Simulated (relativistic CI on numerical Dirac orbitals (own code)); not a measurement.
## Ligand-field terms of d7

Computed with a parametric ligand-field model of a d^n configuration (Racah B and C, spin-orbit zeta, crystal field), exact diagonalisation.

Field parameters in Wybourne normalisation: Oh B⁴₀ = 21Dq, B⁴₄ = √(5/14) B⁴₀. The field is a parameter set, without covalency.

B = 370 cm⁻¹, C = 1520 cm⁻¹ (C/B = 4.11), Oh, no spin-orbit coupling. Tanabe-Sugano data, E/B above the lowest term (Δ = |10Dq|; b, c mark the second and third term of a kind):

| Δ/B | 4T1 | 4T2 | 4A2 | 4T1(b) | 2E | 2T1 | 2T2 | 2T1(b) |
| --- | --- | --- | --- | --- | --- | --- | --- | --- |
| 1.0 | 0.00 | 0.81 | 1.81 | 15.62 | 16.64 | 16.91 | 16.71 | 21.53 |
| 3.0 | 0.00 | 2.49 | 5.49 | 16.97 | 15.81 | 17.49 | 17.29 | 21.92 |
| 5.0 | 0.00 | 4.22 | 9.22 | 18.44 | 14.21 | 17.66 | 17.65 | 22.25 |
| 7.0 | 0.00 | 6.00 | 13.00 | 20.00 | 12.41 | 17.68 | 17.85 | 22.53 |
| 9.0 | 0.00 | 7.82 | 16.82 | 21.63 | 10.53 | 17.63 | 17.96 | 22.76 |
| 11.0 | 0.00 | 9.66 | 20.66 | 23.32 | 8.61 | 17.57 | 18.02 | 22.96 |
| 13.0 | 0.00 | 11.53 | 24.53 | 25.06 | 6.67 | 17.50 | 18.04 | 23.11 |
| 15.0 | 0.00 | 13.42 | 28.42 | 26.83 | 4.72 | 17.43 | 18.05 | 23.24 |
| 17.0 | 0.00 | 15.32 | 32.32 | 28.64 | 2.76 | 17.37 | 18.04 | 23.35 |
| 19.0 | 0.00 | 17.23 | 36.23 | 30.46 | 0.80 | 17.31 | 18.03 | 23.45 |
| 21.0 | 1.17 | 20.33 | 41.33 | 33.48 | 0.00 | 18.44 | 19.19 | 24.70 |
| 23.0 | 3.15 | 24.23 | 47.23 | 37.32 | 0.00 | 20.36 | 21.15 | 26.74 |
| 25.0 | 5.12 | 28.15 | 53.15 | 41.18 | 0.00 | 22.29 | 23.11 | 28.77 |
| 27.0 | 7.10 | 32.07 | 59.07 | 45.04 | 0.00 | 24.23 | 25.07 | 30.80 |
| 29.0 | 9.08 | 36.00 | 65.00 | 48.93 | 0.00 | 26.17 | 27.04 | 32.82 |
| 31.0 | 11.06 | 39.94 | 70.94 | 52.82 | 0.00 | 28.12 | 29.01 | 34.84 |
| 33.0 | 13.04 | 43.88 | 76.88 | 56.72 | 0.00 | 30.07 | 30.98 | 36.86 |
| 35.0 | 15.02 | 47.83 | 82.83 | 60.63 | 0.00 | 32.02 | 32.95 | 38.87 |
| 37.0 | 17.01 | 51.78 | 88.78 | 64.55 | 0.00 | 33.98 | 34.92 | 40.88 |
| 39.0 | 18.99 | 55.73 | 94.73 | 68.47 | 0.00 | 35.94 | 36.89 | 42.89 |
| 41.0 | 20.98 | 59.69 | 100.69 | 72.40 | 0.00 | 37.90 | 38.87 | 44.90 |
| 43.0 | 22.97 | 63.65 | 106.65 | 76.33 | 0.00 | 39.87 | 40.85 | 46.91 |
| 45.0 | 24.96 | 67.61 | 112.61 | 80.27 | 0.00 | 41.84 | 42.82 | 48.92 |
| 47.0 | 26.94 | 71.58 | 118.58 | 84.22 | 0.00 | 43.81 | 44.80 | 50.92 |

The ground term changes from 4T1 to 2E between Δ/B = 19.0 and 21.0.
